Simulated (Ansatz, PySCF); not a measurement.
Gas-phase reaction in SMILES: Br[C](Br)Br -> Br[C]Br + Br atom (the Br-C bond at the site shown breaks; other sites are not compared here)
Structures are relaxed separately at B3LYP-D3(BJ)/def2-TZVP in Ansatz (an electronic-structure program). Unstable Hartree-Fock reference: Br[C]Br. High T1 diagnostic, so coupled cluster is less sure: Br[C]Br.
Geometry of the first species:
SMILES: [C](Br)(Br)Br
```xyz
4

C      0.2839    -0.0644    -0.0203
Br     0.3475     1.7598    -0.4795
Br    -0.0002    -0.4914     1.7906
Br    -0.3960    -1.2574    -1.3076
```
Charge 0, spin multiplicity 2.

Property: bond dissociation energy (electronic energy difference), in kJ/mol. Correlated levels leave the core frozen unless marked. UHF or UKS for open shells. No spin-orbit coupling. The frozen core is the preceding noble-gas configuration, with the filled d and f shells of earlier blocks. No relativistic terms. FCI takes restricted orbitals. CBS marks a two-point X^-3 extrapolation of the correlation energy; Hartree-Fock from the larger set.

```csv
level,program,bond dissociation energy (kJ/mol)
HF-D4/def2-TZVPD,PySCF + dftd4,221.6
PBE-D3(BJ)/def2-TZVPD,Ansatz + dftd3,257.6
r2SCAN-D4/def2-TZVPD,Ansatz + dftd4,263.2
PBE0/6-31G*,Ansatz,?
PBE0-D3(BJ)/def2-TZVPD,Ansatz + dftd3,268.3
PBE0-D4/def2-TZVPD,Ansatz + dftd4,268.4
BHLYP-D3(BJ)/def2-TZVPD,Ansatz + dftd3,250.1
CAM-B3LYP/def2-TZVPD,Ansatz,245.7
LC-wPBE-D3(BJ)/def2-TZVPD,Ansatz + dftd3,283.1
SCS-MP2/aug-cc-pVTZ,Ansatz,241.8
SCS-MP2/cc-pVTZ,Ansatz,237.2
CCSD/aug-cc-pVTZ,Ansatz,?
FCI/STO-3G,Ansatz,291.3
"CCSD(T)/CBS(cc-pVTZ,cc-pVQZ)",Ansatz,243.4
```

Task: Some entries are withheld; supply them.

Result: 
- PBE0/6-31G*, bond dissociation energy (kJ/mol): 260.3
- CCSD/aug-cc-pVTZ, bond dissociation energy (kJ/mol): 233.0
